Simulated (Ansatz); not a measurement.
Ansatz results at the PBE0-D4/def2-TZVP geometry: size of the dipole moment (ωB97M-V/def2-TZVPP) 2.15 D; HOMO–LUMO gap (PBE0/def2-TZVPP) 8.22 eV; HOMO energy (ωB97M-V/def2-TZVPP) -11.59 eV.

Each molecule was computed in one conformer, which needn't be the lowest.

Problem. Which molecule gave them?
A. `C[O][AlH][Br]`
B. `O[Si](O)(O)[O][Al]([F])[Cl]`
C. `[F][Al]([F])[O][SiH3]`
D. `[CH3][Al]([C]#N)[C]#N`

Solution. B. The others give `C[O][AlH][Br]`: 1.06, 7.54, -10.76; `[CH3][Al]([C]#N)[C]#N`: 4.37, 6.81, -11.94; `[F][Al]([F])[O][SiH3]`: 1.23, 7.92, -11.45.
